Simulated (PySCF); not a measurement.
C5H7FO4.
Geometry (PBE0-D3(BJ)/def2-SVP, Å), atoms numbered from 1 in this order:
```
atom  x, y, z in Å
C1     2.6448   -0.0437    1.2554
C2     1.7650   -0.4617    0.1188
O3     2.1255   -0.9556   -0.9109
O4     0.4638   -0.2027    0.4055
C5    -0.4847   -0.4706   -0.6085
O6    -0.7146    0.6392   -1.3995
C7    -1.7652    1.3809   -0.8382
O8    -2.3396    0.5827    0.1697
C9    -1.8304   -0.6850    0.0736
F10   -2.6130   -1.4730   -0.7238
H11    2.2743   -0.4697    2.1983
H12    2.6085    1.0513    1.3571
H13    3.6740   -0.3652    1.0632
H14   -0.1425   -1.3022   -1.2368
H15   -1.4014    2.3138   -0.3742
H16   -2.4967    1.6098   -1.6315
H17   -1.7715   -1.1428    1.0711
```

Level: PBE0/pcSseg-1 in PySCF, non-relativistic, on one gas-phase PBE0-D3(BJ)/def2-SVP geometry that isn't relaxed in the solvent. The solvent is an IEF-PCM continuum (van der Waals radii × 1.2). Only the electrostatic response of the medium enters.

Gas phase at PBE0/pcSseg-1: HOMO -8.20 eV, LUMO -0.06 eV, dipole 2.84 D.

Question: What does the continuum do to the energy, the frontier levels and the dipole at PBE0/pcSseg-1 in chloroform and acetonitrile?

Answer: 
| solvent | ε | E(solvent) − E(gas) (kcal/mol) | polarisation term (kcal/mol) | distortion of the solute (kcal/mol) | HOMO (eV) | LUMO (eV) | dipole (D) |
| --- | --- | --- | --- | --- | --- | --- | --- |
| chloroform | 4.711 | -6.03 | -6.55 | 0.52 | -8.16 | 0.00 | 3.35 |
| acetonitrile | 35.69 | -8.25 | -9.25 | 1.00 | -8.15 | 0.01 | 3.55 |

The polarisation term is half the interaction of the solute with the surface charges that it induces; the rest is the cost of distorting the solute's density. The sum is the electrostatic part of solvation alone. From chloroform to acetonitrile the lowering changes by a factor 1.37, Onsager's factor (ε − 1)/(2ε + 1) by 1.35 and ε itself by 7.6.

Question: Which radius a makes the point-dipole formula ΔE = −[(ε − 1)/(2ε + 1)]·μ²/a³ give the value in acetonitrile, with the gas-phase dipole?

Answer: μ = 1.117 au and |ΔE| = 0.01315 Eh give a = 1.89 Å; the farthest nucleus lies 3.84 Å from the centroid of the nuclei, so such a sphere wouldn't even hold the nuclei. The formula assumes a rigid point dipole at the centre of a sphere.

Question: Give the dipole vector in the frame of the coordinates (D, pointing from negative to positive charge), gas and acetonitrile.

Answer: Gas (0.56, 1.37, 2.42), solvent (0.56, 1.65, 3.09). Its length changes by +25 % and its direction by 3°.

Question: Which Mulliken charges (PBE0/pcSseg-1) respond most in acetonitrile (means over atoms taken as equivalent)?

Answer: 
```json
{"atoms": "O3", "environment": "ester carbonyl oxygen", "gas (e)": "-0.393", "solvent (e)": "-0.443", "change": "-0.050"}
{"atoms": "H17", "environment": "methine hydrogen", "gas (e)": "+0.122", "solvent (e)": "+0.147", "change": "+0.025"}
{"atoms": "O6", "environment": "cyclic ether oxygen", "gas (e)": "-0.491", "solvent (e)": "-0.512", "change": "-0.021"}
{"atoms": "H15", "environment": "methylene hydrogen", "gas (e)": "+0.119", "solvent (e)": "+0.139", "change": "+0.020"}
{"atoms": "O8", "environment": "cyclic ether oxygen", "gas (e)": "-0.493", "solvent (e)": "-0.510", "change": "-0.017"}
{"atoms": "C2", "environment": "ester carbonyl carbon", "gas (e)": "+0.382", "solvent (e)": "+0.399", "change": "+0.017"}
{"atoms": "F10", "environment": "alkyl fluorine", "gas (e)": "-0.316", "solvent (e)": "-0.332", "change": "-0.016"}
{"atoms": "H16", "environment": "methylene hydrogen", "gas (e)": "+0.124", "solvent (e)": "+0.139", "change": "+0.015"}
{"atoms": "H11/H12/H13", "environment": "methyl hydrogen", "gas (e)": "+0.150", "solvent (e)": "+0.162", "change": "+0.012"}
{"atoms": "H14", "environment": "methine hydrogen", "gas (e)": "+0.154", "solvent (e)": "+0.158", "change": "+0.004"}
{"atoms": "C7", "environment": "sp3 carbon bearing two oxygens", "gas (e)": "+0.333", "solvent (e)": "+0.329", "change": "-0.004"}
{"atoms": "C9", "environment": "sp3 C–F carbon", "gas (e)": "+0.455", "solvent (e)": "+0.452", "change": "-0.003"}
```

Question: How do the nuclear quadrupole coupling constants eQVzz/h respond in acetonitrile?

Answer: 
```json
{"nucleus": "17O at O3", "Q (barn)": "-0.0256", "gas (MHz)": "9.86", "solvent (MHz)": "9.58", "η gas": "0.25", "η solvent": "0.17"}
{"nucleus": "17O at O4", "Q (barn)": "-0.0256", "gas (MHz)": "-10.09", "solvent (MHz)": "-10.06", "η gas": "0.39", "η solvent": "0.39"}
{"nucleus": "17O at O6", "Q (barn)": "-0.0256", "gas (MHz)": "-11.73", "solvent (MHz)": "-11.57", "η gas": "0.93", "η solvent": "0.94"}
{"nucleus": "17O at O8", "Q (barn)": "-0.0256", "gas (MHz)": "-11.53", "solvent (MHz)": "-11.36", "η gas": "0.88", "η solvent": "0.89"}
```
